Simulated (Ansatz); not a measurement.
Reaction (substitution at a C–B bond): `FCB1N[SiH2]1` + `N=CF` → `F/C=N\CF` + `B1N[SiH2]1`

Calculated with Ansatz (gas phase, PBE0-D4/def2-TZVP geometries, no zero-point term in ΔE). CCSD(T)/CBS is the MP2 limit (def2-TZVPP, def2-QZVPP) plus CCSD(T) − MP2 in def2-TZVPP, frozen cores. This one scheme is used for every species. Functionals use def2-TZVPP. B3LYP here is the variant with VWN-RPA as its local correlation; programs differ in this. One conformer a species, not always the lowest.

| level | ΔE (kcal/mol) |
| --- | --- |
| ωB97X-V | 8.3 |
| r2SCAN | 7.9 |
| B3LYP | 8.4 |
| HF/def2-TZVPP | 8.4 |

Problem. What does CCSD(T)/CBS give? (Best estimate.)

Solution. Ansatz gave: +9.3 kcal/mol. The listed levels differ from it by -1.0, -1.4, -0.9, -0.9 kcal/mol.

Largest T1 diagnostic among the species: 0.014.
